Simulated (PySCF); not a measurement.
C3H6OSi, SMILES O=C1CC[SiH2]1.

The structure is a stationary point at ωB97X-D3(BJ)/def2-SVP. This is a generated structure with no PubChem entry under its InChIKey; it may be hypothetical.

Computed with ωB97X-D3(BJ)/def2-SVP run with PySCF.

Frequencies are harmonic and unscaled.

| mode | ν (cm⁻¹) | IR (km/mol) | Raman (Å⁴/amu) | depolarisation | moving atoms (share of kinetic energy) |
|---|---|---|---|---|---|
| 1 | 57 | 1.1 | 0.2 | 0.66 | H 50 %, C 34 %, O 13 % |
| 2 | 303 | 10.8 | 5.0 | 0.74 | H 53 %, C 30 %, O 15 % |
| 3 | 368 | 3.3 | 11.1 | 0.55 | O 41 %, Si 31 %, C 15 %, H 13 % |
| 4 | 437 | 4.7 | 3.2 | 0.73 | H 78 %, C 14 % |
| 5 | 523 | 10.1 | 6.5 | 0.57 | C 34 %, H 31 %, Si 24 %, O 11 % |
| 6 | 573 | 4.0 | 6.1 | 0.51 | H 66 %, C 20 %, Si 12 % |
| 7 | 610 | 5.1 | 13.0 | 0.19 | C 47 %, H 23 %, O 20 %, Si 9 % |
| 8 | 724 | 4.1 | 12.8 | 0.22 | H 49 %, C 41 % |
| 9 | 737 | 24.0 | 13.2 | 0.41 | H 62 %, C 27 % |
| 10 | 792 | 124.8 | 4.2 | 0.49 | H 65 %, Si 19 %, C 16 % |
| 11 | 879 | 24.7 | 2.2 | 0.75 | H 51 %, C 42 % |
| 12 | 955 | 118.6 | 11.9 | 0.75 | H 94 % |
| 13 | 974 | 2.5 | 12.1 | 0.31 | C 61 %, H 39 % |
| 14 | 1012 | 62.9 | 2.1 | 0.72 | C 70 %, H 27 % |
| 15 | 1035 | 10.6 | 4.4 | 0.74 | H 77 %, C 22 % |
| 16 | 1154 | 5.4 | 1.2 | 0.42 | H 57 %, C 42 % |
| 17 | 1222 | 0.9 | 7.5 | 0.72 | H 84 %, C 16 % |
| 18 | 1253 | 3.4 | 1.6 | 0.75 | H 61 %, C 38 % |
| 19 | 1410 | 7.2 | 15.0 | 0.73 | H 93 % |
| 20 | 1442 | 13.9 | 8.1 | 0.73 | H 90 %, C 10 % |
| 21 | 1904 | 252.6 | 27.1 | 0.53 | C 62 %, O 38 % |
| 22 | 2251 | 102.3 | 201.2 | 0.10 | H 97 % |
| 23 | 2259 | 123.6 | 111.5 | 0.60 | H 96 % |
| 24 | 3077 | 8.5 | 115.4 | 0.12 | H 94 % |
| 25 | 3114 | 5.8 | 111.5 | 0.12 | H 94 % |
| 26 | 3144 | 3.6 | 81.3 | 0.61 | H 90 %, C 10 % |
| 27 | 3180 | 3.4 | 78.6 | 0.71 | H 90 %, C 10 % |
